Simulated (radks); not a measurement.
Task: The mean radii <r> (bohr) of the occupied orbitals of an atom or ion are listed with their occupations. Method: scalar-relativistic Kohn-Sham, r2SCAN, spin-polarised, spherical densities, finite nucleus; meta-GGA in the generalised Kohn-Sham scheme; Fermi nuclear charge, rms radius of each element as measured or else 0.836 A^(1/3) + 0.57 fm; computed with a radial shooting solver on a logarithmic mesh with Libxc functionals.

orbital  occ.     <r>
1s          2  0.2690
2s          2   1.366

Name the element and its charge. Open shells, if any, are filled with parallel spins first.

Result: Z = 6, carbon, charge +2: C2+ in [He] 2s2. The 1s radius gives Z: for a bare nucleus <r> = (2 gamma + 1)/(2Z) with gamma = sqrt(1 - (Z/c)^2), 0.2498 bohr for Z = 6, and screening makes it slightly larger (0.2690 here). The occupations add up to 4, and the charge is Z minus that.
